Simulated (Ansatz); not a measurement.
The inner images of a band of FH + GaH3 (6 atoms, charge 0, multiplicity 1) are given out of order.

These are results of RKS r2SCAN-D4/def2-SVP (Ansatz 0.2.0), not measurements.

Image 0:

```xyz
6
Properties=species:S:1:pos:R:3
Ga 0.162 -0.700 0.174
H 1.470 -0.011 -0.385
H -0.708 -1.552 -0.806
H -0.039 -0.770 1.722
H -0.068 1.738 -0.520
F -0.817 1.295 -0.185
```

Image 6:

```xyz
6
Properties=species:S:1:pos:R:3
Ga -0.522 -0.511 0.296
H 1.499 0.571 -0.572
H -0.588 -1.476 -0.920
H 0.108 -0.663 1.708
H 0.953 1.103 -0.594
F -1.451 0.975 0.082
```

Q: Put them in order from the first end to the last, with their energies above the first end.
A.
```xyz
6
Properties=species:S:1:pos:R:3
Ga -0.118 -0.572 0.208
H 1.162 0.445 -0.444
H -0.642 -1.527 -0.892
H 0.051 -0.710 1.741
H 0.345 1.090 -0.428
F -0.798 1.274 -0.185
```
B.
```xyz
6
Properties=species:S:1:pos:R:3
Ga -0.434 -0.501 0.270
H 1.358 0.569 -0.537
H -0.583 -1.504 -0.908
H 0.108 -0.692 1.714
H 0.759 1.051 -0.526
F -1.207 1.077 -0.014
```
C.
```xyz
6
Properties=species:S:1:pos:R:3
Ga 0.111 -0.677 0.180
H 1.339 0.158 -0.403
H -0.691 -1.566 -0.819
H -0.018 -0.775 1.731
H 0.071 1.515 -0.487
F -0.812 1.345 -0.202
```
D.
```xyz
6
Properties=species:S:1:pos:R:3
Ga -0.291 -0.509 0.235
H 1.217 0.535 -0.487
H -0.604 -1.521 -0.900
H 0.089 -0.706 1.727
H 0.569 1.029 -0.469
F -0.979 1.172 -0.105
```
E.
```xyz
6
Properties=species:S:1:pos:R:3
Ga 0.032 -0.641 0.191
H 1.218 0.305 -0.418
H -0.671 -1.549 -0.855
H 0.018 -0.738 1.741
H 0.178 1.271 -0.443
F -0.775 1.352 -0.215
```

A: C (+0.013 eV), E (+0.074 eV), A (+0.248 eV), D (-0.174 eV), B (-0.525 eV).

Run time: 26 s on 2 threads of Intel(R) Xeon(R) 6975P-C (Granite Rapids) (shared host), peak memory 0.15 GiB.
